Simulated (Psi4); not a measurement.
Cl2O2W (SMILES [O]=[W](=[O])([Cl])[Cl]), singlet, geometry from GFN2-xTB (such geometries of metal compounds can be far from the true shape) (core potentials on W).

The Psi4 input:
```
memory 2 GB

molecule mol {
0 1
W     0.220708   -0.043837    0.072484
O     1.421067   -0.597577   -0.956774
O     0.715303    0.173252    1.658394
Cl   -0.535690    1.843740   -0.688017
Cl   -1.430390   -1.453238    0.042322
}

set {
  basis def2-svpd
  reference rks
}

energy('cam-b3lyp')
print_variables()
```

Question: What nuclear repulsion energy does CAM-B3LYP/def2-SVPD (Psi4) give?

Answer: 334.2483 Eh

Question: Predict the dipole moment from CAM-B3LYP/def2-SVPD.

Answer: 1.94 D

Question: What is the computed total energy (CAM-B3LYP/def2-SVPD)?

Answer: -1137.6747 Eh

Question: What number of basis functions does CAM-B3LYP/def2-SVPD give?

Answer: 135

Question: Roughly what does it cost on one core?

Answer: roughly 11 core-seconds.
